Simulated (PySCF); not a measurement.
# A series of derivatives of C#CC=C[SiH](C)C

Parent skeleton `[CH:1]#[C:2][CH:3]=[CH:4][SiH:5]([CH3:6])[CH3:7]`; one hydrogen on atom 4 is replaced by X. Hydrogens on one atom are averaged.

[PySCF 2.14: coordinates at the GFN2-xTB level; shieldings: GIAO PBE0/pcSseg-1; single conformer; non-relativistic Hamiltonian; no solvent; averaged over atoms made equivalent by symmetry, fast rotation or ring inversion]

Referencing at the same level of theory: 13C and 29Si and 1H vs TMS.

Parent (X = H): C1 89.2, C2 88.1, C3 132.5, C4 156.3, Si5 -18.0, C6 -2.2, C7 -2.2, H(C1) 2.81, H(C3) 6.28 ppm. Effects are Δδ = δ(X) − δ(H), positive for deshielding.

Q: Give Δδ (ppm) for X = COCH3, SOCH3, ethynyl, CH2SiH3, CH3, CHCl2, CN, Cl.

A: 
```tsv
X	SMILES	C1	C2	C3	C4	Si5	C6	C7	H(C1)	H(C3)
COCH3	C#C/C=C(/C(C)=O)[SiH](C)C	+17.6	-2.1	+2.5	+10.4	-6.4	-0.5	-0.5	+0.91	+0.54
SOCH3	C#C/C=C(/[SiH](C)C)[S@@](C)=O	+13.3	-6.0	-8.6	+39.8	-14.4	+2.6	-3.1	+0.62	-0.17
ethynyl	C#C/C=C(\C#C)[SiH](C)C	+9.7	-2.0	+4.9	-10.8	+6.4	-0.8	-0.8	+0.57	+0.17
CH2SiH3	C#C/C=C(/C[SiH3])[SiH](C)C	+3.7	-0.1	-8.4	+11.3	+0.1	-1.8	-1.8	+0.13	+0.02
CH3	C#C/C=C(/C)[SiH](C)C	+2.3	-0.1	-6.9	+9.8	-3.0	-2.5	-2.5	+0.02	+0.06
CHCl2	C#C/C=C(\C(Cl)Cl)[SiH](C)C	+10.8	-6.2	-11.1	+12.4	-6.6	+0.9	+0.9	+0.57	-0.53
CN	C#C/C=C(/C#N)[SiH](C)C	+18.3	-1.9	+13.6	-20.1	-6.1	-2.0	-2.0	+0.98	+0.76
Cl	C#C/C=C(\Cl)[SiH](C)C	+9.2	-5.7	-6.9	+9.8	+3.2	-1.3	-1.3	+0.44	-0.02
```

Q: Which position responds most, and to which substituents?

A: C4: from -20.1 ppm with CN to +39.8 ppm with SOCH3.
